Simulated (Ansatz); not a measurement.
Wavefunction ladder for C2H6ClFHfOS, SMILES `C[O][Hf]([F])([Cl])[S]C`

```csv
atom,x (Å),y (Å),z (Å)
C1,-1.218,1.234,-1.624
O2,-0.116,0.490,-1.210
Hf3,1.289,-0.606,-0.585
F4,2.571,0.534,0.250
Cl5,2.210,-1.886,-2.331
S6,0.390,-2.086,1.112
C7,-0.072,-0.705,2.220
H8,-1.124,2.270,-1.285
H9,-1.288,1.227,-2.715
H10,-2.138,0.809,-1.211
H11,0.366,-0.891,3.199
H12,-1.157,-0.661,2.302
H13,0.288,0.271,1.879
```

Charge 0, multiplicity 1. Correlated methods include outer-core shells of Hf, which these sets cover unevenly. Hf takes the def2 core potential. Geometry: relaxed with PBE0-D4/def2-TZVP. It is one conformer, not always the lowest. Frozen core, restricted reference, Ansatz.

| basis | HF (Eh) | MP2 corr. | CCSD corr. | (T) | CCSD(T) total |
| --- | --- | --- | --- | --- | --- |
| def2-SVP | ? | -1.14228 | ? | ? | ? |
| def2-TZVPP | -1158.46487 | ? | -1.56724 | -0.06523 | ? |
| def2-QZVPP | -1158.50133 | -1.67175 | – | – | – |

Fill in the withheld values. (Estimate.)

Computed: def2-SVP HF (Eh): -1157.84388; def2-SVP CCSD corr.: -1.19397; def2-SVP (T): -0.03475; def2-SVP CCSD(T) total: -1159.07260; def2-TZVPP MP2 corr.: -1.52242; def2-TZVPP CCSD(T) total: -1160.09734.
